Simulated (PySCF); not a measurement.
**Radial density of Te+ (tellurium, charge +1)**

UHF, [Kr] 4d10 5s2 5p3, high-spin 4S determinant. Computed with PySCF 2.14 in x2c-SVPall (6s5p3d, 36 functions), with scalar relativity by spin-free X2C-1e.

```tsv
r (bohr)	4πr²ρ (e/bohr)	4πr²(ρα − ρβ)
0.0214	67.35	0.0108
0.0359	57.98	0.0351
0.0604	73.96	0.0587
0.102	82.81	0.0070
0.171	60.86	0.0425
0.287	68.38	0.0769
0.484	23.73	0.1286
0.813	25.36	0.1055
1.37	7.458	0.5671
2.30	2.701	1.4950
3.87	0.4245	0.3531
6.51	0.004286	0.0040
```

Densities and radii are taken from the X2C orbitals without a picture-change correction, which distorts them close to the nucleus.
